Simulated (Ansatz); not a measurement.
Cartesian coordinates (Å):
```xyz
5

Cl    -1.1063     2.0099     0.0354
Sn     0.0000     0.0000     0.0000
Cl    -1.3992    -1.6291    -0.8082
Cl     0.6615    -0.5465     2.1281
Cl     1.8441     0.1657    -1.3553
```
Charge 0, multiplicity 1.

All values below come from frozen-core CCSD(T)/def2-TZVPP // r2SCAN-D4/def2-TZVP in Ansatz (an electronic-structure program).

```
Property                        Result
----------------------  --------------
HF energy               -2051.59602 Ha
MP2 correlation energy     -1.05546 Ha
```

Question: Estimate the CCSD correlation energy, the (T) correction, the total energy and the T1 diagnostic.

Answer: 
```yaml
CCSD correlation energy: -1.10460 Ha
"(T) correction": -0.04581 Ha
CCSD(T) total energy: -2052.74644 Ha
T1 diagnostic: 0.011
```
